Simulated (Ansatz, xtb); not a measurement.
Relative energy of two conformers of HPSTe

Structure a: `SP=[Te]`, a singlet. Structure b: `SP=[Te]`, a singlet. Both are isolated molecules in the gas phase, relaxed with B3LYP-D4/def2-TZVP.

a (Å):

```xyz
4

P     0.7923    0.8792    0.2018
S    -1.2920    0.8752   -0.1056
Te    1.5088   -1.1798    0.9282
H    -1.5692   -0.3981    0.2381
```

b (Å):

```yaml
atoms:
  - { symbol: P, position_ang: [-1.6214, 0.3456, 3.1700] }
  - { symbol: S, position_ang: [-1.6397, -0.3234, 1.1735] }
  - { symbol: Te, position_ang: [0.2973, 1.5850, 3.4107] }
  - { symbol: H, position_ang: [-2.8060, -0.9924, 1.2828] }
```

Estimate E(b) − E(a) at the level CCSD(T)/def2-TZVPP.

Too close to call at this level: CCSD(T)/def2-TZVPP gives E(b) − E(a) = −0.81 kcal/mol.

The same difference at several levels:

```json
{"level": "B3LYP-D4/def2-TZVP", "geometry": "B3LYP-D4/def2-TZVP", "E(b) − E(a) (kcal/mol)": "−0.73", "departure from the last row (kcal/mol)": "+0.09", "job, with rough time for the two": "optimisation, 25 s"}
{"level": "HF/def2-TZVPP", "geometry": "B3LYP-D4/def2-TZVP", "E(b) − E(a) (kcal/mol)": "−0.85", "departure from the last row (kcal/mol)": "−0.03", "job, with rough time for the two": "part of the CCSD(T) run"}
{"level": "MP2/def2-TZVPP", "geometry": "B3LYP-D4/def2-TZVP", "E(b) − E(a) (kcal/mol)": "−0.90", "departure from the last row (kcal/mol)": "−0.08", "job, with rough time for the two": "part of the CCSD(T) run"}
{"level": "CCSD(T)/def2-TZVPP", "geometry": "B3LYP-D4/def2-TZVP", "E(b) − E(a) (kcal/mol)": "−0.81", "departure from the last row (kcal/mol)": "", "job, with rough time for the two": "single point, 59 s"}
```

The largest departure from CCSD(T)/def2-TZVPP is that of B3LYP-D4/def2-TZVP, 0.09 kcal/mol. Levels run at GFN2-xTB geometries aren't shown.

With harmonic frequencies from B3LYP-D4/def2-TZVP (ideal gas, rigid rotor, one conformer each, 298.15 K, 1 atm): the zero-point term adds +0.06 kcal/mol; ΔH is −0.75 and ΔG −0.78 kcal/mol.

The correlated steps freeze 14 core orbitals; the filled d shell of Te is correlated, in a basis made for valence electrons. Atoms past krypton carry core potentials in the def2 sets and no spin–orbit term is included. Programs: Ansatz 0.2.0; the last row on 2 threads of Arm Neoverse V1 on a shared host.
